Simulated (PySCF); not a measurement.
**C₆ coefficients of unlike pairs at LC-wPBE**

Calculated with PySCF 2.14 from the dipole response of each species, C₆(A,B) = (3/π) ∫ α_A(iu) α_B(iu) du, in atomic units, from isotropic polarisabilities. For ions this is the dispersion term alone; charge-induced terms of lower order in 1/R come first.

```tsv
species	configuration	basis	relativity	α (bohr³)	C₆ (like pair)
N³⁺	[He] 2s2 (1S)	aug-cc-pVDZ (4s3p2d)	none	2.134	2.095
Si⁺	[Ne] 3s2 3p1 (2P)	x2c-TZVPPall with one added diffuse shell each of s, p, d type (6s6p4d1f)	spin-free X2C	18.85	99.37
Co⁺	[Ar] 3d8 (3F)	aug-cc-pVTZ-DK (8s7p5d3f2g)	spin-free X2C	8.787	29.88
Ga	[Ar] 3d10 4s2 4p1 (2P)	aug-cc-pVQZ-PP with ECP10MDF (7s6p5d3f2g)	core potential	52.51	442.0
```

Task: Estimate C₆ for Co⁺ with N³⁺.

Result: The integral gives 7.801. The combination rule 2 C_A C_B / (C_A α_B/α_A + C_B α_A/α_B) gives 7.883 and the geometric mean 7.913.

No spin-orbit coupling is included.

The other pairs:

```csv
pair,C₆
"Ga, Co⁺",103.2
"Co⁺, Si⁺",51.78
"Ga, Si⁺",204.5
"Si⁺, N³⁺",14.00
"Ga, N³⁺",27.58
```
